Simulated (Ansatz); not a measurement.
Species: SiHCl, charge 0, singlet. SiHCl (SMILES Cl[SiH]).
B3LYP-D3(BJ)/def2-TZVP minimum from Ansatz (an electronic-structure program):
```xyz
3

Si     0.7933    -0.2087     0.7471
H      1.8312    -0.4893    -0.3363
Cl    -0.7611     0.2007    -0.5955
```

Total energies in hartree (Ansatz). UHF or UKS for unpaired electrons; spin-orbit terms are left out. Cores are frozen in correlated methods. No relativity. For partners of very few electrons the exact lower level stands in for a higher one. The restricted determinant of HClSi ([SiH]Cl, singlet) is unstable towards broken spin symmetry in at least one set run.

```csv
species,HF/cc-pV(T+d)Z,CCSD(T)/cc-pV(T+d)Z,HF/cc-pV(Q+d)Z,CCSD(T)/cc-pV(Q+d)Z,CCSDT(Q)/cc-pV(Q+d)Z
1: SiHCl (SMILES Cl[SiH]),-749.04352,-749.38076,-749.04982,-749.41365,-749.41553
2: Si (triplet),-288.85649,-288.93344,-288.85845,-288.93781,-288.93861
3: H (doublet),-0.49981,-0.49981,-0.49995,-0.49995,-0.49995
4: Cl (doublet),-459.48556,-459.67356,-459.48916,-459.69449,-459.69547
```

Work out the atomisation energy (electronic, to ground-state atoms) in kcal/mol: take Hartree-Fock from cc-pV(Q+d)Z, extrapolate the CCSD(T) correlation energy as X^-3 (X = 3, 4), and add CCSDT(Q) - CCSD(T) in cc-pV(Q+d)Z. 1 hartree = 627.51 kcal/mol.


Species 1: correlation (64·(-0.36383) - 27·(-0.33724))/37 = -0.38323; step -0.00188; E1 = -749.04982 + (-0.38323) + (-0.00188) = -749.43493
Species 2: correlation (64·(-0.07936) - 27·(-0.07695))/37 = -0.08112; step -0.00080; E2 = -288.85845 + (-0.08112) + (-0.00080) = -288.94037
Species 3: correlation (64·(0.00000) - 27·(0.00000))/37 = 0.00000; step +0.00000; E3 = -0.49995 + (0.00000) + (+0.00000) = -0.49995
Species 4: correlation (64·(-0.20533) - 27·(-0.18800))/37 = -0.21798; step -0.00098; E4 = -459.48916 + (-0.21798) + (-0.00098) = -459.70812
-1·E1 +1·E2 +1·E3 +1·E4 = 0.28649 hartree = 179.8 kcal/mol.
